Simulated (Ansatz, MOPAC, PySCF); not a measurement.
Species: isocyanic acid, CHNO (charge 0, singlet). SMILES: N=C=O
Coordinates optimised at B3LYP-D3(BJ)/def2-TZVP (Ansatz, an electronic-structure program):
```
C
O 1 1.1640
N 1 1.2097 2 172.93
H 3 1.0049 1 125.93 2 -180.00
```

Property: vertical ionisation energy to the doublet, in eV. Set-up: PM7 with its own dispersion and hydrogen-bond terms; spin-orbit terms left out; six Cartesian d functions in 6-31G* and its kin unless marked 5d; no dispersion term unless named; 6-311+G** with 5d; each state is the SCF solution reached for its charge and spin; valence correlation only; UHF or UKS for open shells; non-relativistic. Ab initio and DFT rows: single points at B3LYP-D3(BJ) geometries (Ansatz). Semi-empirical rows: differences of heats of formation at the shared geometry for vertical values. A UHF reference is markedly spin-contaminated in at least one set, which strains HF and MP2.

```tsv
level	program	vertical ionisation energy to the doublet (eV)
PM7	MOPAC	10.93
MNDO	MOPAC	10.79
HF/6-311+G**	Ansatz	10.36
B3LYP/STO-3G	Ansatz	9.64
B3LYP/3-21G	Ansatz	11.34
B3LYP/6-31G*	Ansatz	11.52
B3LYP/6-311+G**	Ansatz	11.76
M06-2X/6-31G* (5d)	PySCF	11.73
MP2/6-31G*	Ansatz	11.88
MP2/6-311+G**	Ansatz	12.11
B3LYP/def2-TZVPD	Ansatz	11.72
wB97X-V/def2-TZVPD	Ansatz	11.70
```

No value to compare with is used here. The 10 habitual levels span 9.64 (B3LYP/STO-3G) to 12.11 eV (MP2/6-311+G**); B3LYP/def2-TZVPD gives 11.72.

The levels are drawn from those run, B3LYP/6-31G* more often than the rest, none by its result; runs whose electronic state is in doubt are left out.
